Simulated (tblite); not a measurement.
C4H5BO2Si.
Structure used (GFN2-xTB), in Å, numbered top down from 1:
```
atom  x, y, z in Å
B1     2.3541    0.9357    0.1797
Si2    1.3811   -0.6829   -0.3475
C3    -0.4542   -0.3374   -0.0449
C4    -1.3760   -0.6595    0.9044
C5    -2.4702    0.1161    0.2789
O6    -3.6166    0.3565    0.5209
C7    -1.4385    0.4923   -0.8100
O8    -1.4060    1.1494   -1.8065
H9     2.3382    1.8925   -0.4906
H10    2.9643    0.9883    1.1752
H11    1.4199   -1.0572   -1.7691
H12    1.6288   -1.9281    0.4006
H13   -1.3292   -1.2651    1.7911
```

Computed values, GFN2-xTB/tblite, gas phase, harmonic and unscaled. Errors from tens to a few hundred cm⁻¹ against measured bands are possible. Modes of hydrogen on boron and silicon can be 10 to 20 % off. One conformer, not necessarily the lowest. The optimisation stopped once no atom felt more than 0.01 eV/Å.

Lowest wavenumbers of the output (negative numbers stand for imaginary wavenumbers):
```
mode    cm-1
  1     -66.7
  2      17.2
  3      34.2
  4      87.7
  5     133.2
  6     219.2
  7     304.6
  8     373.0
```

Problem. Is this structure a minimum?

Solution. No. 1 mode is imaginary beyond 20i (67i cm⁻¹), so at this level the point lies at or near a first-order saddle.

Problem. Which atoms move in the imaginary mode?

Solution. 67i: H10 (B–H hydrogen) 55 %, H9 (B–H hydrogen) 38 %. These are shares of the mass-weighted motion.

Problem. What is the remedy?

Solution. Step along that mode in both directions, optimise again with tighter thresholds and repeat the frequencies. The zero-point energy of this point (46.4 kcal/mol) counts the 32 real modes alone, and thermal corrections from it aren't those of a minimum.
